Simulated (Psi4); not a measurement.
bismuth atom (Bi), quartet (core potentials on Bi). Base run: TPSS/def2-SVP (Psi4).

The Psi4 input:
```
memory 2 GB

molecule {
0 4
Bi    0.00000000    0.00000000    0.00000000
}

set {
  basis def2-svp
  reference uks
}

energy('tpss')
print_variables()
```

Variants of this job, named by their change:

| change | ΔE vs base (µEh) | SCF cycles | grid points | basis functions | outcome |
|---|---|---|---|---|---|
| base | 0.0 | 8 | 19322 | 26 | converged |
| d_convergence = 1e-10 | 0.0 | 11 | 19322 | 26 | converged |
| dft_radial_points = 35 | 8255 | 8 | 9060 | 26 | converged |
| guess = modhuckel | 0.0 | 6 | 19322 | 26 | converged |
| dft_radial_points = 99 | -87.3 | 8 | 25368 | 26 | converged |
| scf_type = dfdirj+cosx | 0.0 | 9 | 19322 | 26 | converged |
| scf_type = mem_df | 0.0 | 8 | 19322 | 26 | converged |
| dft_pruning_scheme = treutler | 0.0 | 8 | 19322 | 26 | converged |
| dft_radial_scheme = mura | -46.1 | 8 | 20234 | 26 | converged |
| guess = sap | 0.0 | 7 | 19322 | 26 | converged |
| df_basis_scf = cc-pvtz-jkfit | - | - | - | 26 | input refused |
| scf_type = disk_df | 0.0 | 8 | 19322 | 26 | converged |
| dft_pruning_scheme = robust | 0.0 | 8 | 19322 | 26 | converged |

Open shells are given as the SCF converged; they aren't shown to be the lowest states, and a large step between rows can be another state.

- df_basis_scf = cc-pvtz-jkfit: ended with `psi4.driver.qcdb.exceptions.BasisSetNotFound: BasisSet::construct: Unable to find a basis set for atom 1 for key JKFIT among:`
